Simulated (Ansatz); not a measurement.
SbMe2H (C₂H₇Sb). The state is a singlet with charge 0. Geometry PBE0-D4/def2-SVP, basis def2-TZVP, Ansatz.

Cartesian coordinates in Å:
```
C 0.3136 -1.3288 0.8662
C -0.6021 1.0394 -1.0822
Sb 1.2636 0.2358 -0.3072
H -0.0313 -2.1232 0.1890
H -0.5425 -0.9300 1.4272
H 1.0425 -1.7583 1.5680
H -0.4206 2.0258 -1.5321
H -1.3480 1.1348 -0.2814
H -0.9858 0.3642 -1.8605
H 1.3107 1.3402 1.0129
```

| run | HOMO (eV) | LUMO (eV) |
| --- | --- | --- |
| A | -5.93 | -0.68 |
| B | -6.87 | 0.16 |
| C | -5.72 | -0.78 |
| D | -6.72 | -0.04 |
| E | -5.95 | -0.46 |

In the def2 sets Sb takes a core potential; there is no spin–orbit coupling.

Task: The runs used B97M-V, PBE, PBE0, r2SCAN, r2SCAN0. Estimate which is which.

Result: A B97M-V (0 % exact exchange); B r2SCAN0 (25 % exact exchange); C PBE (0 % exact exchange); D PBE0 (25 % exact exchange); E r2SCAN (0 % exact exchange). Exact exchange lowers occupied and raises empty levels; among semilocal functionals meta-GGAs tend to open the gap a little, and such runs are hard to tell apart. The gap grows from 4.95 eV (PBE) to 7.03 eV (r2SCAN0).
